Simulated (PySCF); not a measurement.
Complete the spectrum of C2H11NSSi3

Species: C2H11NSSi3.
Geometry (GFN2-xTB, Å), atoms numbered from 1 in this order:
```xyz
18
C2H11NSSi3 angstrom
C      2.8035   -0.3629   -0.6589
C      1.8406    0.5176   -0.4318
Si     0.4461    0.3252    0.8191
S      0.7629   -1.4468    1.9925
N     -1.0819    0.1707    0.0180
Si    -1.9868   -1.3313    0.0594
Si    -1.5948    1.4842   -1.0095
H      3.5629   -0.2149   -1.4116
H      2.8726   -1.2808   -0.0960
H      1.8095    1.4214   -1.0280
H      0.4001    1.4460    1.7625
H      1.9920   -1.1246    2.3697
H     -1.2214   -2.3679   -0.6341
H     -2.2157   -1.6770    1.4596
H     -3.2429   -1.0621   -0.6342
H     -1.3165    1.1503   -2.4079
H     -3.0202    1.7021   -0.7835
H     -0.8186    2.6572   -0.6103
```

Computed, not measured: TDDFT wB97X-D/def2-SVPD, vertical, gas phase, core orbitals frozen in the response in PySCF.

Orbital energies (eV): HOMO-3 -10.71, HOMO-2 -10.13, HOMO-1 -9.44, HOMO -9.14, LUMO 1.03, LUMO+1 1.69, LUMO+2 1.77.

Lowest singlets, with some entries withheld (?).

| state | E (eV) | f | main configurations (H = HOMO, L = LUMO) |
| --- | --- | --- | --- |
| S1 | 5.87 | 0.0010 | H→L (83%) |
| S2 | 6.18 | 0.0069 | H-1→L (41%), H→L+1 (16%), H-1→L+1 (12%) |
| S3 | 6.42 | 0.0031 | H→L+1 (42%), H-1→L (29%) |
| S4 | 6.62 | 0.030 | H→L+2 (60%), H-1→L+2 (12%) |
| S5 | ? | 0.0065 | H-1→L+1 (34%), H-1→L (12%), H-1→L+2 (11%) |
| S6 | ? | 0.181 | H-2→L (54%), H-1→L+2 (10%) |
| S7 | ? | 0.055 | H-1→L+2 (31%) |
| S8 | ? | 0.108 | H-3→L (27%), H-2→L (24%), H-1→L+1 (8%) |

Task: Supply the missing values.

Result: 
- S5: E = 6.76 eV
- S6: E = 7.14 eV
- S7: E = 7.21 eV
- S8: E = 7.33 eV

Task: What is the mean static polarisability from the same response equations?

Result: 125.6 au (18.62 Å³), with principal values 109.0, 127.2 and 140.7 au.

Task: Where do the lowest triplets lie (Tamm–Dancoff)?

Result: T1 4.45 eV, H-2→L (66%), H-2→L+1 (15%); T2 5.59 eV, H→L (71%); T3 5.83 eV, H→L+1 (25%), H-1→L (18%), H-1→L+1 (14%). E(S1) − E(T1) = +1.42 eV.

Task: How far apart are S1 and S3, in eV and cm⁻¹?

Result: 6.416 − 5.872 = 0.544 eV, or about 4390 cm⁻¹.

One conformer stands for the species.
